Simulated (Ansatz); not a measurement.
`Oc1ccc(Oc2ccccc2)cc1`, relaxed as a singlet with RKS PBE-D4/def2-SVP in Ansatz, starting from the GFN2-xTB geometry. Force threshold 0.03 eV/Å.

Start:

```xyz
24

O     0.352    4.089    2.478
C     0.043    2.857    1.986
C    -1.291    2.464    1.976
C    -1.649    1.236    1.461
C    -0.677    0.378    0.954
O    -1.084   -0.853    0.500
C    -0.448   -1.412   -0.577
C    -0.385   -2.801   -0.627
C     0.206   -3.425   -1.709
C     0.740   -2.674   -2.743
C     0.660   -1.293   -2.701
C     0.065   -0.658   -1.627
C     0.659    0.756    0.991
C     1.014    1.992    1.498
H     1.305    4.231    2.428
H    -2.034    3.138    2.370
H    -2.681    0.925    1.443
H    -0.801   -3.371    0.190
H     0.258   -4.503   -1.740
H     1.213   -3.164   -3.580
H     1.062   -0.702   -3.511
H    -0.005    0.420   -1.598
H     1.421    0.085    0.622
H     2.056    2.285    1.517
```

Question: Estimate the energy that the relaxation releases and the steps that it takes.

Answer: 4.5 kcal/mol, in 10 steps; 38 s on 4 threads of Arm Neoverse V1 on a shared host. The force fell under the threshold at step 5, but the optimiser went on and released 0.003 eV more. No frequencies were taken in this run, so the end may be a saddle point.

Question: Does the start keep its bonding?

Answer: By distances, no bond broke or formed. The bond that changes most is C3–H16, from 1.08 to 1.10 Å (atoms count from 1).

Question: Predict the relaxed structure.

Answer: 
```xyz
24

O     0.2565    4.1843    2.4606
C     0.0250    2.9265    1.9890
C    -1.3146    2.5140    1.8426
C    -1.6076    1.2354    1.3557
C    -0.5688    0.3515    1.0197
O    -0.9064   -0.9293    0.6213
C    -0.3695   -1.4583   -0.5293
C    -0.3251   -2.8625   -0.6122
C     0.1613   -3.4737   -1.7749
C     0.6096   -2.6961   -2.8561
C     0.5574   -1.2960   -2.7649
C     0.0692   -0.6683   -1.6092
C     0.7698    0.7513    1.1704
C     1.0629    2.0353    1.6480
H     1.2208    4.3197    2.5153
H    -2.1164    3.2162    2.1136
H    -2.6478    0.9003    1.2330
H    -0.6776   -3.4507    0.2475
H     0.1957   -4.5727   -1.8335
H     0.9959   -3.1793   -3.7660
H     0.8951   -0.6760   -3.6099
H     0.0194    0.4279   -1.5430
H     1.5811    0.0535    0.9154
H     2.1142    2.3472    1.7668
```
Bond lengths: 12 × C–C 1.40 to 1.41 Å; 3 × C–O 1.36 to 1.38 Å; 9 × C–H 1.10 Å; 1 × H–O 0.98 Å.
